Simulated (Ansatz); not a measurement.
Species: hydroxy(trimethyl)silane, C$_{3}$H$_{10}$OSi, charge 0, multiplicity 1. 
Geometry from a B3LYP-D3(BJ)/def2-TZVP (Ansatz, a program for electronic structure) optimisation:
SMILES: C[Si](C)(O)C
```xyz
15

Si    -0.0066    -0.0066     0.0338
C      1.8101     0.2824    -0.3267
C     -0.6654    -1.3271    -1.1220
C     -0.9803     1.5752    -0.1366
O     -0.2151    -0.4691     1.6190
H      1.9566     0.6240    -1.3546
H      2.3940    -0.6331    -0.2001
H      2.2264     1.0396     0.3411
H     -0.5693    -1.0183    -2.1661
H     -1.7212    -1.5271    -0.9271
H     -0.1200    -2.2676    -1.0078
H     -2.0356     1.4096     0.0894
H     -0.9111     1.9708    -1.1527
H     -0.6065     2.3388     0.5485
H      0.2134    -1.2748     1.9158
```
Charge 0, spin multiplicity 1.

Dipole moments at this geometry, in debye (magnitudes).

| level | program | dipole (D) |
|---|---|---|
| PBE/def2-TZVPD | Ansatz | 1.23 |
| revPBE/def2-TZVPD | Ansatz | 1.21 |
| r2SCAN/def2-TZVPD | Ansatz | 1.26 |
| B97M-V/def2-TZVPD | Ansatz | … |
| PBE0/def2-TZVPD | Ansatz | 1.29 |
| r2SCANh/def2-TZVPD | Ansatz | 1.28 |
| r2SCAN0/def2-TZVPD | Ansatz | 1.31 |
| HSE06/def2-TZVPD | Ansatz | 1.29 |
| CAM-B3LYP/def2-TZVPD | Ansatz | 1.33 |
| LC-wPBE/def2-TZVPD | Ansatz | 1.35 |
| wB97M-V/def2-TZVPD | Ansatz | 1.30 |
| wB97X-V/def2-TZVPD | Ansatz | 1.32 |
| CCSD(T)/aug-cc-pV(D+d)Z | Ansatz | … |

Question: What belongs in the gaps?

Answer: 
- B97M-V/def2-TZVPD, dipole (D): 1.24
- CCSD(T)/aug-cc-pV(D+d)Z, dipole (D): 1.27
